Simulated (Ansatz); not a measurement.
Basis-set extrapolation for C₈H₄Si, SMILES `C#C[Si](C#C)(C#C)C#C` (PBE0-D4/def2-TZVP geometry, frozen core, Ansatz). Multiplicity 1, RHF reference.

```tsv
	def2-TZVPP	def2-QZVPP
HF	-594.130827	-594.151521
MP2 correlation	-1.291349	-1.375939
CCSD(T) correlation	-1.394093	not run
```

Energies in hartree. Use E(X) = E(∞) + A·exp(−7.88·√X) for Hartree–Fock and E(X) = E(∞) + B·X^(−2.97) for correlation, with X = 3 and 4, and add CCSD(T) minus MP2 of the smaller set to the MP2 limit.

**Question.** What is the CCSD(T) energy at the basis-set limit?

**Answer.** HF limit: -594.151521 + (-0.020694) × 0.13774 = -594.15437. MP2 limit: -1.375939 + (-0.084590) × 0.74074 = -1.43860. Higher-order term: -1.394093 − (-1.291349) = -0.10274. Total: -595.69571 hartree, 4.65 eV below CCSD(T)/def2-TZVPP.
